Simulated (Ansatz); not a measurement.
CH7FOSi2 can be A, `FC([SiH3])O[SiH3]`, or B, `F[SiH2]OC[SiH3]`.

Calculated with Ansatz (gas phase, PBE0-D4/def2-TZVP geometries, no zero-point term in ΔE). CCSD(T)/CBS is the MP2 limit (def2-TZVPP, def2-QZVPP) plus CCSD(T) − MP2 in def2-TZVPP, frozen cores. DFT in def2-TZVPP. B3LYP here is the variant with VWN-RPA as its local correlation; programs differ in this. One conformer a species, not always the lowest.

Task: Which is lower in electronic energy at CCSD(T)/CBS, and by how much? (Estimate.)

Result: Computed: B, by 218.2 kJ/mol.

Task: Give E(B) − E(A) in kJ/mol with ωB97M-V, B2PLYP, HF/def2-TZVPP, PBE-D4, CCSD(T)/def2-TZVPP, B3LYP, CCSD/def2-TZVPP. (An estimate is asked.)

Result: Computed: ωB97M-V -209.2, B2PLYP -214.2, HF/def2-TZVPP -216.9, PBE-D4 -196.4, CCSD(T)/def2-TZVPP -213.6, B3LYP -208.0, CCSD/def2-TZVPP -215.8. None reverses the order clearly.

Largest T1 diagnostic: 0.012.

From PBE to PBE0 (25 % exact exchange), in def2-TZVPP and without D4, E(B) − E(A) moves by −7.9 kJ/mol.
